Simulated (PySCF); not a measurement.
## Frontier orbitals and the lowest excitations

Species: C3H6O3Si.
Cartesian coordinates in Å at the PBE0-D3(BJ)/def2-SVP level; atoms count from 1:
```
atom  x, y, z in Å
C1     2.119   -0.084   -0.275
C2     0.820   -0.802   -0.096
O3     0.685   -1.922    0.330
O4    -0.244   -0.069   -0.462
Si5   -1.776   -0.829   -0.298
C6    -2.989    0.521   -0.927
O7    -4.173    0.288   -0.956
H8     2.949   -0.732    0.027
H9     2.116    0.836    0.327
H10    2.232    0.217   -1.326
H11   -2.080   -1.133    1.124
H12   -1.884   -2.023   -1.175
H13   -2.594    1.520   -1.266
```

Theory: TDDFT CAM-B3LYP/def2-SVPD, vertical, gas phase, core orbitals frozen in the response in PySCF 2.14.0, density-fitted response routines.

Kohn–Sham orbitals with the atoms that hold most of them (Löwdin shares over 4%, at most four atoms; ? is withheld):

```csv
orbital,ε (eV),atoms
LUMO+2,0.85,"C2 37%, O3 28%, O4 11%, C1 9%"
LUMO+1,0.77,"Si5 26%, C2 15%, C1 12%, O4 11%"
LUMO,-0.72,"C6 40%, O7 32%, Si5 14%, H13 6%"
HOMO,-8.79,?
HOMO-1,-10.11,?
HOMO-2,-10.99,"O4 34%, O3 20%, Si5 17%, H11 10%"
HOMO-3,-11.80,"O3 28%, Si5 18%, H12 10%, H11 10%"
```

Give the leading atoms of the HOMO-1.

O3 (bonded to C) 67%; O4 (bonded to C and Si) 11%; C1 (bonded to C and 3 H) 8%; C2 (bonded to C and 2 O) 8%. By element: oxygen 78% or more, carbon 16% or more.

Which atoms hold the HOMO, and with what shares?

O7 (bonded to C) 51%; C6 (bonded to O, Si and H) 22%; Si5 (bonded to C, O and 2 H) 11%; H13 (bonded to C) 10%.

How does S1 compare with the orbital gap of 8.07 eV?

S1 is at 3.22 eV (f = 0.0005), 4.85 eV below the gap, made of HOMO→LUMO (96%). 

One configuration dominates each of S1, S5 and S6. Which, and how do the shares of the two leading atoms of either orbital change from the occupied to the empty one?

- S1 (3.22 eV, f 0.0005), HOMO→LUMO (96%): O7 51% → 32%, C6 22% → 40%
- S5 (7.19 eV, f 0.0002), HOMO-1→LUMO (88%): O3 67% → at most 7%, O4 11% → at most 7%, C6 at most 6% → 40%, O7 at most 6% → 32%
- S6 (7.30 eV, f 0.0083), HOMO-2→LUMO (90%): O4 34% → at most 7%, O3 20% → at most 7%, C6 at most 11% → 40%, O7 at most 11% → 32%

One conformer stands for the species.
